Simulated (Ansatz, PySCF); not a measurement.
C3H8GeSi, SMILES CC1=[CH][GeH2][SiH2]1. Atoms are numbered in the order given.

```xyz
13

C     -0.5866     2.8347     0.0000
C     -0.3129     1.3664     0.0000
C     -1.2448     0.3801     0.0000
Ge    -0.2498    -1.3114     0.0000
Si     1.3505     0.4475     0.0000
H     -0.1354     3.3178     0.8827
H     -0.1354     3.3178    -0.8827
H     -1.6659     3.0534     0.0000
H     -2.3259     0.5812     0.0000
H     -0.4485    -2.1868     1.2528
H     -0.4485    -2.1868    -1.2528
H      2.2041     0.6809    -1.2087
H      2.2041     0.6809     1.2087
```

The structure is a stationary point at PBE0-D3(BJ)/def2-SVP. The structure was generated by enumeration, and PubChem lists no compound with its InChIKey, so it may never have been made.

Two levels are set side by side: PBE-D3(BJ)/def2-SVP (Ansatz, an electronic-structure program) and PBE0-D3(BJ)/def2-SVP (Ansatz). Each level has its own optimised geometry; the coordinates shown are those of the second. Frequencies come from the Hessian of PySCF at each geometry. Differences are taken from unrounded values.

| quantity | PBE0-D3(BJ) | PBE-D3(BJ) | PBE-D3(BJ) minus PBE0-D3(BJ) |
|---|---|---|---|
| mean bond length (Å) | 1.506 | 1.517 | 0.011 |
| bond C1–C2 (Å) | 1.494 | 1.500 | 0.006 |
| bond C2–C3 (Å) | 1.357 | 1.368 | 0.011 |
| bond C2–Si5 (Å) | 1.900 | 1.911 | 0.011 |
| bond C3–Ge4 (Å) | 1.962 | 1.977 | 0.014 |
| bond Ge4–Si5 (Å) | 2.378 | 2.394 | 0.016 |
| bond C1–H6 (Å) | 1.103 | 1.111 | 0.009 |
| bond C1–H7 (Å) | 1.103 | 1.111 | 0.009 |
| bond C1–H8 (Å) | 1.101 | 1.110 | 0.008 |
| bond C3–H9 (Å) | 1.100 | 1.108 | 0.008 |
| bond Ge4–H10 (Å) | 1.541 | 1.554 | 0.013 |
| bond Ge4–H11 (Å) | 1.541 | 1.554 | 0.013 |
| bond Si5–H12 (Å) | 1.498 | 1.509 | 0.011 |
| bond Si5–H13 (Å) | 1.498 | 1.509 | 0.011 |
| highest harmonic wavenumber (cm⁻¹) | 3144 | 3051 | -93 |
| mean harmonic wavenumber (cm⁻¹) | 1228 | 1185 | -44 |
| zero-point energy (kcal/mol) | 57.95 | 55.88 | -2.06 |

Exact exchange shortens and stiffens bonds; PBE has none. Differences between two approximate levels are no errors against the true value.
